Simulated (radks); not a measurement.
Values are calculated unless marked as measured or tabulated.
Initial-state core-level shifts of the erbium ion Er+ when its valence configuration changes from [Xe] 4f12 6s1. Level of theory: Dirac Kohn-Sham, PBE, spin-unpolarised, spherical densities, point nucleus; open shells fill j = l - 1/2 first (a radial shooting solver on a logarithmic mesh with Libxc functionals). Shifts are changes of the shell-averaged eigenvalues in eV (positive: less bound).

valence                3d       4s       4p       4d
4f10 5d2 6s1      -16.427  -15.901  -15.571  -15.039
4f12 6p1           -1.184   -1.193   -1.196   -1.200
4f11 6s2           -9.935   -9.784   -9.657   -9.450
4f13               +6.719   +6.747   +6.682   +6.574
4f11.5 6p1.5       -6.431   -6.393   -6.340   -6.252
4f11 5d1 6s1       -7.614   -7.460   -7.323   -7.097
4f11.5 6s1.5       -4.673   -4.626   -4.570   -4.478
4f12 6s0.5 6p0.5   -0.597   -0.601   -0.603   -0.605
4f10.5 6p2.5      -18.644  -18.332  -18.119  -17.776
